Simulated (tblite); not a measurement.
Compound: C4H12AlGeN.
Numbering: `[CH3:1][C:2]#[N+:3][AlH2-:4][C@@H:5]([CH3:6])[GeH3:7]` (hydrogens: H8, H9, H10 on C1; H11, H12 on Al4; H13 on C5; H14, H15, H16 on C6; H17, H18, H19 on Ge7)
Bond orders are those of one Lewis drawing.

Computed with GFN2-xTB (tblite), gas phase: L-BFGS steps from a force-field or distance-geometry start until the largest atomic force falls under 0.01 eV/Å.

Step 4: E = -559.0793 eV
```
atom  x, y, z in Å  |  force x, y, z in eV/Å
C1      3.7655   -0.4941   -0.3637   -0.172   0.113   0.027
C2      2.5138    0.1528   -0.1886   -0.225   0.140   0.046
N3      1.4958    0.6575   -0.0318   -0.241   0.210   0.023
Al4    -0.2782    1.7298    0.2163   -0.022  -0.154  -0.022
C5     -1.6782    0.3894   -0.2111   -0.050  -0.072   0.049
C6     -1.3982   -0.4614   -1.4478    0.023  -0.087  -0.043
Ge7    -2.2945   -0.7386    1.2632    0.225  -0.002  -0.216
H8      3.8737   -0.8186   -1.3865   -0.036  -0.182  -0.371
H9      4.5732    0.1835   -0.1375    0.258   0.319   0.143
H10     3.8166   -1.3404    0.3037    0.028  -0.342   0.195
H11    -0.2482    2.7969   -0.8658    0.293   0.307  -0.365
H12    -0.2216    2.1785    1.6698    0.285   0.083   0.427
H13    -2.5476    1.0301   -0.4485   -0.010   0.070   0.012
H14    -0.9579    0.1420   -2.2441   -0.024   0.000  -0.050
H15    -0.6931   -1.2535   -1.1949    0.018  -0.096  -0.090
H16    -2.3182   -0.9162   -1.8158    0.025  -0.121  -0.147
H17    -2.8807    0.0608    2.3749   -0.005  -0.101   0.194
H18    -1.1718   -1.6282    1.7768   -0.277   0.091   0.055
H19    -3.3601   -1.6611    0.7392   -0.094  -0.177   0.135
```

Step 5: E = -559.1080 eV
```
atom  x, y, z in Å  |  force x, y, z in eV/Å
C1      3.7660   -0.4941   -0.3638   -0.147   0.145   0.037
C2      2.5117    0.1563   -0.1882   -0.577   0.285   0.101
N3      1.4894    0.6621   -0.0313    0.252  -0.029  -0.051
Al4    -0.2845    1.7349    0.2176    0.065  -0.075  -0.009
C5     -1.6771    0.3876   -0.2079   -0.124  -0.006  -0.119
C6     -1.3985   -0.4635   -1.4469   -0.022  -0.078  -0.093
Ge7    -2.2919   -0.7389    1.2582    0.069   0.000  -0.078
H8      3.8708   -0.8230   -1.3911   -0.033  -0.099  -0.195
H9      4.5758    0.1905   -0.1336    0.094   0.148   0.071
H10     3.8170   -1.3458    0.3048    0.018  -0.190   0.100
H11    -0.2388    2.8027   -0.8752    0.265   0.230  -0.273
H12    -0.2126    2.1787    1.6801    0.260   0.064   0.321
H13    -2.5475    1.0329   -0.4482    0.054   0.004   0.033
H14    -0.9599    0.1393   -2.2442   -0.008   0.026  -0.048
H15    -0.6925   -1.2556   -1.1996    0.027  -0.106  -0.061
H16    -2.3169   -0.9207   -1.8233    0.060  -0.079  -0.073
H17    -2.8788    0.0554    2.3776    0.012  -0.110   0.146
H18    -1.1810   -1.6247    1.7781   -0.180   0.029   0.074
H19    -3.3604   -1.6647    0.7446   -0.084  -0.159   0.117
```

**Question.** Estimate the geometry and energy of step 6. (The exact step hangs on the optimiser's Hessian estimate; all steps are aligned on step 5, rigid shifts and turns removed.)

**Answer.** E = -559.1399 eV, largest force 0.535 eV/Å
```
atom  x, y, z in Å  |  force x, y, z in eV/Å
C1      3.7648   -0.4911   -0.3634   -0.158   0.102   0.037
C2      2.5050    0.1648   -0.1866   -0.491   0.192   0.092
N3      1.4811    0.6702   -0.0312    0.403  -0.092  -0.070
Al4    -0.2974    1.7500    0.2212    0.217  -0.016  -0.009
C5     -1.6775    0.3857   -0.2058   -0.113   0.040  -0.292
C6     -1.4008   -0.4688   -1.4467   -0.008  -0.061  -0.166
Ge7    -2.2903   -0.7397    1.2502   -0.158   0.015   0.084
H8      3.8636   -0.8315   -1.3976   -0.029   0.067   0.098
H9      4.5772    0.2026   -0.1258   -0.123  -0.085  -0.041
H10     3.8176   -1.3549    0.3048   -0.012   0.089  -0.049
H11    -0.2154    2.8152   -0.8967    0.202   0.093  -0.087
H12    -0.1901    2.1786    1.7034    0.202   0.039   0.111
H13    -2.5448    1.0374   -0.4466    0.041  -0.042   0.016
H14    -0.9644    0.1333   -2.2443    0.028   0.078  -0.062
H15    -0.6907   -1.2615   -1.2104    0.006  -0.076  -0.001
H16    -2.3122   -0.9308   -1.8398    0.054  -0.030   0.046
H17    -2.8734    0.0413    2.3831    0.007  -0.084   0.105
H18    -1.2012   -1.6180    1.7822    0.015  -0.094   0.113
H19    -3.3611   -1.6736    0.7578   -0.084  -0.133   0.075
```

The energy changes by -0.0319 eV. The first-order estimate −F·Δx gives -0.0519 eV and the mean of the old and new forces, exact on a quadratic surface, -0.0319 eV. The step makes an angle of 50° with the force vector and moves no atom by more than 0.034 Å.

The cost below is that of the whole relaxation. Time: 3.9 s. Hardware: one thread, Arm Neoverse N1 (aarch64) (shared host).
